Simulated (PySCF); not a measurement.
Compound: C₈H₁₁F₃.
Cartesian coordinates in Å at the GFN2-xTB level; atoms count from 1:
```xyz
22
C8H11F3 angstrom
F      3.0453    0.0651   -1.0035
C      2.6201    0.0679    0.2830
F      3.0785    1.2231    0.8263
C      1.0970   -0.0133    0.3666
C      0.6454   -1.3694   -0.1006
C     -0.6128   -1.7740   -0.0729
C     -1.7484   -0.9406    0.4341
F     -2.9054   -1.6994    0.3984
C     -1.9709    0.3299   -0.3898
C     -0.9750    1.4367   -0.0549
C      0.4659    1.1261   -0.4534
H      3.1252   -0.7626    0.8014
H      0.8344    0.1264    1.4229
H      1.4098   -2.0173   -0.5038
H     -0.8924   -2.7498   -0.4394
H     -1.6024   -0.6811    1.4938
H     -2.9828    0.6833   -0.1801
H     -1.9153    0.0809   -1.4510
H     -1.2850    2.3420   -0.5807
H     -1.0167    1.6494    1.0163
H      0.5118    0.8685   -1.5130
H      1.0634    2.0276   -0.3006
```

Computed with PBE0/pcSseg-1 in PySCF (dipole) on a GFN2-xTB geometry, gas phase.

Take the most abundant isotopes and a rigid rotor. The values belong to one conformer with, in the numbering `[F:1][CH:2]([F:3])[C@@H:4]1[CH:5]=[CH:6][C@H:7]([F:8])[CH2:9][CH2:10][CH2:11]1`, F1–C2–C4–C5 68°, C2–C4–C5–C6 176°, C5–C6–C7–F8 -176°, C6–C7–C9–C10 -79°, C7–C9–C10–C11 67°.

Q: Give the principal moments of inertia and the rotational constants in MHz.

A: Ia = 220.88, Ib = 845.69, Ic = 956.21 u·Å²; 505379 MHz·u·Å²/I gives A = 2288, B = 597.6, C = 528.5 MHz.

Q: Classify the top.

A: A near-prolate asymmetric top: κ = (2 × 597.6 − 2288 − 528.5)/(2288 − 528.5) = -0.92.

Q: What does the inertial defect say?

A: Not planar: Δ = Ic − Ia − Ib = -110.36 u·Å². For a rigid frame Δ = −2 Σ m c², so Σ m c² = 55.18 u·Å² lies off the ab plane: 11.49 from hydrogen and 43.69 from heavier atoms. The atom farthest from that plane is 1.53 Å away.

Q: Which types of transition are allowed, and where do some lines up to J = 5 fall?

A: The dipole components are |μa| = 0.02 D, |μb| = 0.14 D, |μc| = 0.62 D. The squared components, which scale the intensities, stand as 0.00 : 0.05 : 1.00 (a : b : c). Some lines, for components of 0.1 D or more:

```tsv
type	branch	J(Ka,Kc)	MHz	lower level (cm⁻¹)
b	R	2(0,2) ← 1(1,1)	560	0.094
c	Q	4(1,4) ← 4(0,4)	1405	0.375
b	Q	3(2,2) ← 3(1,3)	5383	0.276
b	R	5(1,5) ← 4(0,4)	6855	0.375
c	Q	5(3,3) ← 5(2,3)	8571	0.796
b	Q	4(3,1) ← 4(2,2)	8601	0.607
b	Q	3(3,0) ← 3(2,1)	8616	0.456
b	Q	5(3,3) ← 5(2,4)	8643	0.793
c	R	4(2,3) ← 3(1,3)	9886	0.276
c	R	5(2,4) ← 4(1,4)	11150	0.421
b	R	5(2,3) ← 4(1,4)	11222	0.421
c	R	3(3,1) ← 2(2,1)	12004	0.343
b	R	5(3,2) ← 4(2,3)	14270	0.606
c	Q	5(5,1) ← 5(4,1)	15520	1.484
b	R	5(5,1) ← 4(4,0)	21156	1.296
```

GFN2-xTB frequencies: not computed here. These are rigid-rotor constants of the computed structure; measured ground-state constants (B0) also hold zero-point vibration.

On one thread, Arm Neoverse V2 (shared host), this took 58 s. This is the PBE0/pcSseg-1 job that gave the dipole, with the shieldings it also computed.
